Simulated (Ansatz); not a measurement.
Stepwise reaction of `CB[SiH2]C` with ammonia, as a gas-phase model of exchange steps in deposition or etching. ΔE in kJ/mol.

Calculated with Ansatz (gas phase, PBE0-D4/def2-TZVP geometries, no zero-point term in ΔE). CBS: MP2 limit from def2 TZ/QZ plus the TZ coupled-cluster correction, frozen cores. This one scheme is used for every species. DFT in def2-TZVPP. B3LYP here is the variant with VWN-RPA as its local correlation; programs differ in this. Each species was taken in one conformer, which may not be the lowest.

| step | reaction | PBE-D4 | B3LYP-D4 | ωB97M-V | CCSD(T)/CBS |
| --- | --- | --- | --- | --- | --- |
| 1 | `CB[SiH2]C` + NH₃ → `C[SiH2]BN` + CH₄ | -149.6 | -151.9 | -149.2 | -146.4 |

**Question.** Give the row of step 2, `C[SiH2]BN` + NH₃ → `NB[SiH2]N` + CH₄. (Estimate.)

**Answer.** Computed: 
```json
{"step": "2", "reaction": "`C[SiH2]BN` + NH₃ → `NB[SiH2]N` + CH₄", "PBE-D4": "-37.9", "B3LYP-D4": "-45.7", "ωB97M-V": "-42.9", "CCSD(T)/CBS": "-42.5"}
```

**Question.** By hand: ΔE of the 2 steps together at CCSD(T)/CBS.

**Answer.** (-146.4) + (-42.5) = -188.9 kJ/mol, or -94.5 kJ/mol a step.

In ΔE each step is higher than the one before. All are downhill at CCSD(T)/CBS. PBE-D4 differs from CCSD(T)/CBS by -3.2 to 4.6 kJ/mol a step. Isolated molecules leave out the surface, adducts and barriers. Largest T1 diagnostic: 0.013.
